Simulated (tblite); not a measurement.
C6H12O2P (charge -1).
Numbering: `[CH2:1]=[CH:2][P@@:3](=[O:4])([O-:5])[C@@H:6]([CH3:7])[CH2:8][CH3:9]` (hydrogens: H10, H11 on C1; H12 on C2; H13 on C6; H14, H15, H16 on C7; H17, H18 on C8; H19, H20, H21 on C9)

Structure used (GFN2-xTB), in Å, numbered top down from 1:
```
atom  x, y, z in Å
C1     3.4431   -0.3766   -0.1815
C2     2.3912    0.2758   -0.6338
P3     1.0916    0.8980    0.5224
O4     1.2874    0.3314    1.8853
O5     1.0112    2.3804    0.3575
C6    -0.4165    0.1006   -0.2731
C7    -0.2744   -1.4081   -0.2491
C8    -1.5853    0.6101    0.5535
C9    -2.9602    0.3012   -0.0305
H10    4.2738   -0.6930   -0.8033
H11    3.4948   -0.6281    0.8656
H12    2.3076    0.5625   -1.6763
H13   -0.5122    0.4603   -1.3041
H14    0.5821   -1.7128   -0.8500
H15   -0.0935   -1.7257    0.7759
H16   -1.1644   -1.9142   -0.6311
H17   -1.4996    0.1871    1.5578
H18   -1.4622    1.6930    0.6500
H19   -3.0447    0.7060   -1.0387
H20   -3.7468    0.7421    0.5821
H21   -3.1318   -0.7732   -0.0790
```

Computed values, GFN2-xTB/tblite, gas phase, harmonic and unscaled. Against measured fundamentals such values can be off by several per cent, at times by over 20. One conformer, not necessarily the lowest.

Harmonic wavenumbers (cm⁻¹): 50.3, 56.3, 66.9, 130.5, 156.1, 183.2, 189.1, 219.6, 231.0, 288.2, 313.7, 330.2, 440.4, 453.2, 479.6, 570.7, 676.0, 701.6, 803.7, 885.7, 891.0, 964.7, 970.5, 1000.7, 1025.3, 1027.2, 1071.7, 1084.7, 1159.2, 1167.1, 1207.1, 1222.8, 1239.5, 1255.7, 1312.6, 1356.1, 1395.1, 1396.7, 1401.9, 1488.6, 1496.5, 1506.6, 1513.6, 1519.4, 1681.1, 2899.5, 2950.1, 2952.9, 2969.5, 2990.9, 2994.7, 3001.6, 3003.8, 3012.0, 3013.8, 3024.3, 3098.9.

A = 2326, B = 943.5, C = 817.5 MHz; mass 147.057 u (most abundant isotopes); point group C1, symmetry number 1.

Problem. Zero-point energy?

Solution. Half the sum of the wavenumbers: 37247 cm⁻¹ = 106.49 kcal/mol.

Problem. What is S at 400 K and 1 bar for an ideal gas of classical rigid rotors and harmonic oscillators?

Solution. Translation 42.35, rotation 30.45, vibration 48.42: S = 121.2 cal/(mol K).

Problem. And Cp and H(400 K) − H(0)?

Solution. Cp = 53.56 cal/(mol K), of which vibrations give 45.61 (their classical limit is 57 R = 113.3); H(400 K) − H(0) = 12.94 kcal/mol without the zero-point energy, 9.76 from vibrations.

Problem. How do the functions run with temperature in this model?

Solution. 
```json
{"T (K)": "50", "S (cal/(mol K))": "60.4", "Cp (cal/(mol K))": "14.7", "H − H(0) (kcal/mol)": "0.54", "G − H(0) (kcal/mol)": "-2.49", "ln q(vib)": "0.69"}
{"T (K)": "100", "S (cal/(mol K))": "73.0", "Cp (cal/(mol K))": "22.3", "H − H(0) (kcal/mol)": "1.47", "G − H(0) (kcal/mol)": "-5.84", "ln q(vib)": "2.27"}
{"T (K)": "298.15", "S (cal/(mol K))": "107.1", "Cp (cal/(mol K))": "43.2", "H − H(0) (kcal/mol)": "8.01", "G − H(0) (kcal/mol)": "-23.92", "ln q(vib)": "8.91"}
{"T (K)": "373.15", "S (cal/(mol K))": "117.6", "Cp (cal/(mol K))": "50.9", "H − H(0) (kcal/mol)": "11.54", "G − H(0) (kcal/mol)": "-32.34", "ln q(vib)": "11.26"}
{"T (K)": "500", "S (cal/(mol K))": "134.2", "Cp (cal/(mol K))": "62.6", "H − H(0) (kcal/mol)": "18.76", "G − H(0) (kcal/mol)": "-48.33", "ln q(vib)": "15.11"}
{"T (K)": "750", "S (cal/(mol K))": "163.0", "Cp (cal/(mol K))": "79.4", "H − H(0) (kcal/mol)": "36.66", "G − H(0) (kcal/mol)": "-85.57", "ln q(vib)": "22.27"}
{"T (K)": "1000", "S (cal/(mol K))": "187.5", "Cp (cal/(mol K))": "90.6", "H − H(0) (kcal/mol)": "58.00", "G − H(0) (kcal/mol)": "-129.46", "ln q(vib)": "28.84"}
```

q(vib) and H(0) count from the zero-point level.

Problem. Which modes carry the vibrational entropy at 400 K?

Solution. 50.3 cm⁻¹: 5.39; 56.3 cm⁻¹: 5.16; 66.9 cm⁻¹: 4.82; 130.5 cm⁻¹: 3.51; 156.1 cm⁻¹: 3.16; 183.2 cm⁻¹: 2.85 cal/(mol K); the other 51 give 23.53 together.

Problem. Blend soft modes into free rotors: weight 1/[1 + (100 cm⁻¹/ν̃)⁴] for the oscillator and the rest for a rotor with moment μB/(μ + B), μ = h/(8π²ν), B = 10⁻⁴⁴ kg m². What vibrational entropy results?

Solution. 44.31 cal/(mol K) in place of 48.42, which changes −T·S at 400 K by +1.65 kcal/mol.

Hindered rotation and anharmonicity are outside this model. Other conformers, if any are populated, would add a mixing term that is left out. The structure is chiral; the term R ln 2 for an equal mix with its mirror image is left out.

Time: 1.5 s wall. Hardware: one thread, Intel Xeon Platinum 8259CL at 2.50 GHz (x86_64), no GPU, shared host with 96 logical CPUs at a one-minute load of 20. This covers the Hessian and the dipole derivatives.
